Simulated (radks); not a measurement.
Problem. Species: the vanadium ion V+. Configuration: [Ar] 3d4. Method: scalar-relativistic Kohn-Sham, LDA (Slater exchange, VWN5 correlation), spin-polarised, spherical densities, finite nucleus; open shells are filled with parallel spins first; Fermi nuclear charge, rms radius 3.6002 fm; computed with a radial shooting solver on a logarithmic mesh with Libxc functionals. Some entries of the table are withheld. Estimate them.

orbital  occ.  eigenvalue (eV)  r(max) (bohr)  <r> (bohr)
1s down     1        -5353.510        0.04358     0.06657
1s up       1        -5353.499        0.04358     0.06657
2s up       1        -603.1608         0.2562      0.3092
2s down     1        -601.9491         0.2560      0.3088
2p up       3        -504.8632         0.2080      0.2746
2p down     3        -503.9222         0.2079      0.2742
3s up       1         -73.7239            (1)      0.9574
3s down     1         -70.4934            (2)      0.9587
3p up       3         -48.0286         0.8483       1.031
3p down     3         -44.8418         0.8487       1.034
3d up       4              (3)         0.9141       1.514
3d down     0              (4)         0.9264       1.667

Solution. 
(1) 3s up r(max) (bohr): 0.8222
(2) 3s down r(max) (bohr): 0.8223
(3) 3d up eigenvalue (eV): -10.0565
(4) 3d down eigenvalue (eV): -7.2292
